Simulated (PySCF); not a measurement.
Compound: Ga(NH2)3.
Z-matrix (Å and degrees, PBE0-D3(BJ)/def2-SVP geometry), rows numbered from 1:
```
Ga
N   1  1.8178
H   2  1.0115  1  122.73
H   2  1.0113  1  122.98  3  -158.34
N   1  1.8191  2  119.89  3   173.71
H   5  1.0118  1  122.01  2  -168.39
H   5  1.0118  1  122.03  2   -16.02
N   1  1.8195  2  119.42  3   -13.19
H   8  1.0121  1  121.54  2    18.52
H   8  1.0118  1  122.39  2   170.32
```

Level of theory: PySCF, TDDFT PBE0/def2-SVPD, vertical, gas phase, core orbitals frozen in the response. Relativistic effects, spin–orbit coupling among them, are left out although an element past zinc is present.

Frontier orbitals with the atoms that hold most of them (Löwdin shares over 4%, at most four atoms; ? is withheld):

```
orbital  ε (eV)                            atoms
 HOMO-3  -10.21   N8 40%, Ga1 18%, N2 16%, N5 8%
 HOMO-2   -7.91  N5 23%, N8 23%, N2 22%, Ga1 16%
 HOMO-1   -6.82    N5 42%, N8 34%, Ga1 8%, H7 4%
   HOMO   -6.79    N2 51%, N8 17%, Ga1 8%, N5 8%
   LUMO   -0.35                                ?
 LUMO+1    1.31  Ga1 57%, N5 13%, N8 13%, N2 12%
 LUMO+2    1.48   Ga1 25%, H7 15%, H9 14%, N5 9%
```

Give the leading atoms of the LUMO.

Ga1 (bonded to 3 N) 60%; N5 (bonded to Ga and 2 H) 6%; N8 (bonded to Ga and 2 H) 5%; N2 (bonded to Ga and 2 H) 5%. By element: gallium 60%, nitrogen 16%.

The HOMO–LUMO gap is 6.44 eV. Where does the response calculation put the lowest singlet, and from which orbitals?

S1 is at 5.24 eV (f = 0.0036), 1.21 eV below the gap, made of HOMO→LUMO (97%). 

Next come S2 at 5.26 eV (f 0.0047), HOMO-1→LUMO (97%); S3 at 6.41 eV (f 0.180), HOMO-2→LUMO (88%); S4 at 7.01 eV (f 0.020), HOMO→LUMO+3 (43%), HOMO→LUMO+1 (29%), HOMO-1→LUMO+2 (18%); S5 at 7.03 eV (f 0.015), HOMO→LUMO+2 (50%), HOMO-1→LUMO+3 (21%), HOMO-1→LUMO+1 (19%).

Orbitals of the list HOMO-3 to LUMO+2 that lie within 0.01 eV of each other are written together with a slash and their weights summed (≥ marks a lower bound); for degenerate orbitals outside that list single weights are arbitrary.
